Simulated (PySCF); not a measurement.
# H⁻ (hydrogen, charge -1) across methods

1s2, closed-shell 1S. Computed with PySCF 2.14 in x2c-TZVPPall with one added diffuse shell each of s, p type (4s3p1d, 18 functions), with the spin-free X2C one-electron Hamiltonian (Gaussian nucleus).

| method | E (hartree) | mean ε 1s (eV) | Σ⟨r²⟩ (bohr²) | ⟨S²⟩ |
| --- | --- | --- | --- | --- |
| PBE0 | -0.5228 | 1.031 | 17.93 | 0.000 |
| LDA | -0.5112 | 1.804 | 19.38 | 0.000 |
| TPSSh | -0.5274 | 1.492 | 17.44 | 0.000 |
| B3LYP | -0.5347 | 1.153 | 18.01 | 0.000 |
| M06-L | -0.5254 | 1.566 | 18.83 | 0.000 |
| PBE | -0.5243 | 1.901 | 18.71 | 0.000 |
| BP86 | -0.5362 | 1.739 | 18.74 | 0.000 |
| UHF | -0.48731 | -1.187 | 17.08 | 0.000 |
| r2SCAN | -0.5252 | 1.728 | 18.14 | 0.000 |

The highest occupied level is positive at PBE0, LDA, TPSSh, B3LYP, M06-L, PBE, BP86, r2SCAN: only the finite basis holds that electron, which in a density functional comes from self-interaction.
